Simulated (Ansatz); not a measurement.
Energy difference R1 + R2 → P1 + P2, each structure at its B3LYP-D3(BJ)/def2-TZVP stationary point, reached from a drawn start (curvature not checked).
P1: F atom, charge 0, multiplicity 2.
P2: H2O (SMILES O), charge 0, multiplicity 1.
R1: OH (SMILES [OH]), charge 0, multiplicity 2.
R2, HF (SMILES F) (charge 0, multiplicity 1):
| atom | x (Å) | y (Å) | z (Å) |
|---|---|---|---|
| H | 0.0000 | 0.0000 | -0.4622 |
| F | 0.0000 | 0.0000 | 0.4622 |

P less R. No zero-point or thermal terms; singlets are restricted closed shells; open shells are unrestricted; no spin–orbit coupling.

Frozen-core correlation throughout. CBS: X⁻³ extrapolation of the correlation energy, Hartree–Fock from the larger set.

Programs: Ansatz (Gaussian orbitals). No computed number here is a measurement.

```csv
level,reaction energy (kcal/mol)
HF/cc-pVTZ,8.97
HF/cc-pVQZ,9.20
BLYP/def2-TZVPP,17.68
B3LYP/def2-TZVPP,16.16
wB97M-V/def2-TZVPP,14.98
MP2/cc-pVDZ,12.32
MP2/cc-pVTZ,15.47
"MP2/CBS(cc-pVTZ, cc-pVQZ)",16.60
"CCSD(T)/CBS(cc-pVTZ, cc-pVQZ)",(withheld)
```

Task: Some entries are withheld; supply them.

Result: 
- CCSD(T)/CBS(cc-pVTZ, cc-pVQZ), reaction energy (kcal/mol): 15.90

Ansatz is a first-principles code.
